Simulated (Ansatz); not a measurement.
[Al(OH)4]- (AlO₄H₄⁻). The state is a singlet with charge -1. Geometry r2SCAN-D4/def2-SVPD; atoms count from 1.

| atom | x (Å) | y (Å) | z (Å) |
| --- | --- | --- | --- |
| Al1 | 0.000 | 0.000 | 0.000 |
| O2 | 1.667 | -0.558 | -0.328 |
| H3 | 1.824 | -0.711 | -1.264 |
| O4 | -0.387 | -0.594 | 1.642 |
| H5 | 0.128 | -1.369 | 1.882 |
| O6 | -0.984 | -0.611 | -1.363 |
| H7 | -1.736 | -0.043 | -1.554 |
| O8 | -0.296 | 1.763 | 0.049 |
| H9 | -0.217 | 2.123 | 0.937 |

Question: Estimate the Mulliken populations from the PBE0/def2-TZVPD orbitals of Ansatz.

Answer: 
```csv
atom,charge (e)
Al1,0.52
O2,-0.62
H3,0.24
O4,-0.62
H5,0.24
O6,-0.62
H7,0.24
O8,-0.62
H9,0.24
```
Mulliken values and Mayer orders depend strongly on the basis. With diffuse functions, as here, like atoms can get unlike values, and bond orders can come out too low or too high.

Question: And the Mayer bond orders between bonded heavy atoms (over 0.3)?

Answer: Al1–O2 0.85 (1.79 Å); Al1–O4 0.85 (1.79 Å); Al1–O6 0.85 (1.79 Å); Al1–O8 0.85 (1.79 Å).
